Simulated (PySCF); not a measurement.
Ge(H)2(F)(OMe) (CH5FGeO), SMILES C[O][GeH2][F]. Geometry: PBE-D3(BJ)/def2-SVP. One conformer was computed; it need not be the lowest.

Computed equilibrium geometry at PBE-D3(BJ)/def2-SVP (PySCF confirms it by a frequency run) as bond lengths and angles (one conformer of several):
Atoms: Ge1 F2 O3 C4 H5 H6 H7 H8 H9. Bond lengths (Å): Ge1–F2 1.762, Ge1–O3 1.783, Ge1–H5 1.540, Ge1–H6 1.551, O3–C4 1.419, C4–H7 1.113, C4–H8 1.116, C4–H9 1.110. Bond angles (°): F2–Ge1–O3 108.1, F2–Ge1–H5 108.2, F2–Ge1–H6 105.5, O3–Ge1–H5 105.7, O3–Ge1–H6 110.4, H5–Ge1–H6 118.7, Ge1–O3–C4 119.5, O3–C4–H7 112.0, O3–C4–H8 112.8, O3–C4–H9 108.1, H7–C4–H8 107.9, H7–C4–H9 108.1, H8–C4–H9 107.7.
Charge 0, spin multiplicity 1.
